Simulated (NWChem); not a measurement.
System meant: Ga anion, triplet

The following NWChem deck was run.

```
start job
memory heap 200 mb stack 900 mb global 1100 mb
charge -1
geometry units angstroms noautoz
  Ga     0.000000     0.000000     0.000000
end
basis spherical
  * library def2-svp
end
dft
  odft
  mult 4
  xc b3lyp
  iterations 150
  mulliken
end
task dft energy
```

End of the output:

```
            Nuclear Dipole moment (a.u.)
            ----------------------------
        X                 Y               Z
 ---------------- ---------------- ----------------
     0.0000000000     0.0000000000     0.0000000000

            XYZ format geometry
            -------------------
     1
 geometry
 Ga                    0.00000000     0.00000000     0.00000000

 Summary of "ao basis" -> "" (spherical)
 ------------------------------------------------------------------------------
       Tag                 Description            Shells   Functions and Types
 ---------------- ------------------------------  ------  ---------------------
 *                          def2-svp                  on all atoms

                                 NWChem DFT Module
                                 -----------------

 Summary of "ao basis" -> "ao basis" (spherical)
 ------------------------------------------------------------------------------
       Tag                 Description            Shells   Functions and Types
 ---------------- ------------------------------  ------  ---------------------
 Ga                         def2-svp                12       32   5s4p3d

 Summary of "ao basis" -> "ao basis" (spherical)
 ------------------------------------------------------------------------------
       Tag                 Description            Shells   Functions and Types
 ---------------- ------------------------------  ------  ---------------------
 Ga                         def2-svp                12       32   5s4p3d

  number of electrons :                   32
  multiplicity        :                    4
 ------------------------------------------------------------------------
  no. of electrons and multiplicity not compatible                  32
 ------------------------------------------------------------------------
 ------------------------------------------------------------------------
  current input line :
    17: task dft energy
 ------------------------------------------------------------------------
 ------------------------------------------------------------------------
 There is an error in the input file
 ------------------------------------------------------------------------
 For more information see the NWChem manual at https://nwchemgit.github.io

0: no. of electrons and multiplicity not compatible:Received an Error in Communication
```

**Question.** Can this run be used? If not, why, and what is the fix?

**Answer.** The program refused the input. Cause: the multiplicity doesn't fit the number of electrons (an even count wants an odd multiplicity, and the reverse). This input runs:
```
start job
memory heap 200 mb stack 900 mb global 1100 mb
charge -1
geometry units angstroms noautoz
  Ga     0.000000     0.000000     0.000000
end
basis spherical
  * library def2-svp
end
dft
  odft
  mult 3
  xc b3lyp
  iterations 150
  mulliken
end
task dft energy
```
It converges to -1924.60682 Ha (B3LYP/def2-SVP, spin-unrestricted).
